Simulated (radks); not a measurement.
Task: Ba32+, 24 electrons, occupied as [Ar] 3d6 (the NIST ground configuration). Calculated with a radial shooting solver on a logarithmic mesh with Libxc functionals: Dirac Kohn-Sham, PBE, spin-unpolarised, spherical densities, point nucleus; open shells are shared between the two j in proportion to 2j + 1.

Spin-orbit splittings of the eigenvalues, e(l+1/2) - e(l-1/2), with zeta = 2 splitting/(2l+1) and mean radii in bohr:

| shell | occ. | splitting (eV) | zeta (eV) | <r> j=l-1/2 | <r> j=l+1/2 |
|---|---|---|---|---|---|
| 2p | 6 | 385.2 | 256.8 | 0.09147 | 0.09737 |
| 3p | 6 | 83.70 | 55.80 | 0.2668 | 0.2769 |
| 3d | 6 | 18.83 | 7.534 | 0.2444 | 0.2475 |
| 4p | 0 | ? | ? | 0.5488 | 0.5628 |

Estimate the 4p splitting.

Result: 28.10 eV (zeta = 18.74 eV).
